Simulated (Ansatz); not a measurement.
Worked example: GeHF3 + GeH3(NH) → GeF3 + GeH3(NH2)

Species: GeHF3 `[F][GeH]([F])[F]`, singlet; GeH3(NH), doublet; GeF3 `[F][Ge]([F])[F]`, doublet; GeH3(NH2), singlet. A radical takes H: the energy is the difference in strength between the Ge–H bond broken and the N–H bond made.

Shapes, held fixed at every level: PBE0-D4/def2-TZVP. Programs: Ansatz 0.2.0. The zero-point and thermal change to 298 K, harmonic and unscaled (PBE0-D4/def2-TZVP), is +13.7 kJ/mol.

At CCSD(T)/def2-TZVPP; 1 Eh = 2625.50 kJ/mol:

| species | energy (Eh) |
| --- | --- |
| GeHF3 | -2375.552476 |
| GeH3(NH) | -2132.599949 |
| GeF3 | -2374.904532 |
| GeH3(NH2) | -2133.280548 |

Task: Work out ΔH(298 K) of the reaction at this level.

Result: 
1. Products less reactants: (-2374.904532) + (-2133.280548) − [(-2375.552476) + (-2132.599949)] = -0.032655 Eh = -85.7 kJ/mol.
2. With the thermal change: -85.7 + (+13.7) = -72.0 kJ/mol.

Other levels give -118.1 (SPW92/def2-TZVPP) to -28.8 kJ/mol (HF/def2-TZVPP). No measured value is set beside it here. Open shells run unrestricted. Relativity is left out for Ge. Outer-core shells of Ge are correlated, in sets that cover them unevenly.
